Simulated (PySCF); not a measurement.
A structure optimised at PBE-D3(BJ)/def2-TZVP, used in a PySCF frequency run:

```xyz
2

In     0.0000     0.0000    -0.2696
O      0.0000     0.0000     1.6513
```
Charge 0, spin multiplicity 2.

Task: Write its SMILES, formula and point group.

Result: [O]=[In], InO, C∞v

Task: What are its rotational constants (standard atomic weights)?

Result: 9.7542 GHz (linear rotor, B only)
